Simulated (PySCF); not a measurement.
The dipole of `CO[SiH2]/C=C\C=C\F` from its density and from atomic charges.

Coordinates (GFN2-xTB, Å) and charges (e) from the PBE0/pcSseg-1 density (PySCF):

```tsv
atom	x	y	z	Mulliken	IAO	Hirshfeld	ESP-fitted
C1	3.419	0.380	-0.083	-0.0058	-0.1957	-0.0321	-0.1169
O2	2.504	-0.557	0.395	-0.6359	-0.6341	-0.2280	-0.3945
Si3	0.929	-0.395	0.749	+0.8607	+0.9943	+0.3844	+0.6224
C4	-0.074	0.064	-0.785	-0.4504	-0.4719	-0.1525	-0.2859
C5	-1.406	0.108	-0.883	-0.0827	-0.1117	-0.0400	-0.2668
C6	-2.302	-0.178	0.208	-0.2307	-0.2009	-0.0713	-0.1290
C7	-3.624	-0.126	0.081	+0.2652	+0.1567	+0.0554	+0.0269
F8	-4.445	-0.397	1.108	-0.2731	-0.2608	-0.0833	-0.1534
H9	4.389	-0.113	-0.173	+0.1188	+0.1540	+0.0495	+0.1076
H10	3.510	1.223	0.607	+0.0980	+0.1286	+0.0412	+0.0939
H11	3.119	0.761	-1.062	+0.0952	+0.1257	+0.0401	+0.0787
H12	0.688	-1.751	1.223	-0.0997	-0.1342	-0.0800	-0.1266
H13	0.716	0.643	1.770	-0.1184	-0.1632	-0.0887	-0.1288
H14	0.488	0.294	-1.684	+0.1249	+0.1548	+0.0407	+0.1614
H15	-1.884	0.371	-1.821	+0.0991	+0.1422	+0.0475	+0.1742
H16	-1.864	-0.443	1.158	+0.1360	+0.1594	+0.0535	+0.1714
H17	-4.169	0.127	-0.817	+0.0988	+0.1569	+0.0637	+0.1655
```

Compute μ = Σ q r for each scheme (1 e·Å = 4.803 D) and compare with the dipole of the full density.

The full density gives (0.34, 1.50, -1.79) D, 2.36 D in size; dipole vectors point from the negative to the positive end.

| scheme | μx | μy | μz | size (D) | share of the full size (%) | angle to the full dipole (°) |
| --- | --- | --- | --- | --- | --- | --- |
| Mulliken | 1.63 | 1.89 | -1.04 | 2.70 | 114 | 35 |
| IAO | 0.38 | 1.81 | -1.62 | 2.45 | 104 | 8 |
| Hirshfeld | 0.05 | 0.77 | -0.83 | 1.13 | 48 | 6 |
| ESP-fitted | 0.37 | 1.54 | -1.77 | 2.38 | 101 | 1 |

Which set comes closest?

Length of the difference vector: ESP-fitted 0.05 D, IAO 0.35 D, Hirshfeld 1.24 D, Mulliken 1.54 D. Closest: ESP-fitted. ESP charges are fitted to the potential around the molecule, whose slowest-falling term is the dipole's. 

What is left for the Hirshfeld atoms' own dipoles?

The Hirshfeld atoms' densities add up to the full density, so μ = Σ q r + Σ (atomic dipoles). The atomic dipoles sum to (0.34, 1.50, -1.79) − (0.05, 0.77, -0.83) = (0.29, 0.73, -0.96) D, 1.24 D in size.

With the origin at the mean of the coordinates, (0.000, 0.001, -0.001) Å, which are the largest single terms, by size, of the ESP-fitted dipole along the direction of the full one?

Si3 -2.05, F8 +1.28, H14 +1.19, H12 +1.18, H16 -1.18 D; all 17 atoms together +2.37 D. The single terms depend on the origin, their sum doesn't.

Give the size of the full dipole in other units.

2.36 D = 0.927 au = 0.491 e·Å = 7.86 × 10⁻³⁰ C·m.

Isolated species at its GFN2-xTB geometry (one conformer only).

Conformer computed: `[CH3:1][O:2][SiH2:3]/[CH:4]=[CH:5]\[CH:6]=[CH:7]\[F:8]`: C1–O2–Si3–C4 63°, O2–Si3–C4–C5 171°, C4–C5–C6–C7 180°.
